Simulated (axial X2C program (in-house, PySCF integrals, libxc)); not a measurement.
**Worked dissociation energy of GaBi: MP2, two-component**

All values were computed with an axial X2C code built on PySCF integrals. Two-component (2c) means X2C with spin–orbit coupling and atomic mean-field two-electron Coulomb and Gaunt terms. Basis: Bi dyall-cv3z [12s14p10d6f1g], Ga dyall-cv3z [9s9p7d4f1g] (cores contracted in-house); Gaussian nuclei, density fitting, unrestricted open shells. Masses: Bi 208.980 u, Ga 68.926 u.

Molecular state: Ω = 1 (⟨Sz⟩ = 0.62, ⟨Lz⟩ = 0.38 at HF).

Correlated methods: 8 electrons correlated (number of frozen shells: Bi 5 s, 4 p, 3 d, 1 f; Ga 3 s, 2 p, 1 d), 310 virtual spin orbitals or spinors in MP2.

- E(Bi) (2M_J = 3): -21536.996311 hartree
- E(Ga) (2M_J = 1): -1941.665376 hartree
- E(GaBi) at Re: -23478.706744 hartree
- ωe: 155.3 cm⁻¹
- ωexe: 0.221 cm⁻¹

Q: Work out De and D0.

A: De = -21536.996311 + (-1941.665376) − (-23478.706744) = 0.04506 hartree = 1.226 eV. The zero-point energy is ωe/2 − ωexe/4 = 78 cm⁻¹ = 0.010 eV, so D0 = 1.216 eV.

One determinant describes the state; a PBE0 search over occupations chose it and may have missed a lower one. De is counted from the lowest determinant-based energies of the atoms at the same level, without counterpoise correction. Other states lie close and PBE0, whose exact exchange favours high spin, may order them wrongly; the determinant shown need not be the ground state. The nearest other 2c determinant of the search, Ω = 2, lies 0.05 eV up at the distance of the search. With several unpaired electrons one determinant need not be a pure state. Open-shell Ω = 0 determinants with evenly filled partner blocks cannot be reached by this program, so the Ω shown need not be the lowest component. This is the Ω = 1 component of a π² triplet; the 0⁺ component is not one determinant and can lie lowest. With the outer-core shells frozen, correlated bond lengths of heavy atoms tend to come out a few hundredths of an ångström too long.

Each atomic determinant is the lowest at this level and need not be a pure J level. Totals compare only within one Hamiltonian and basis.
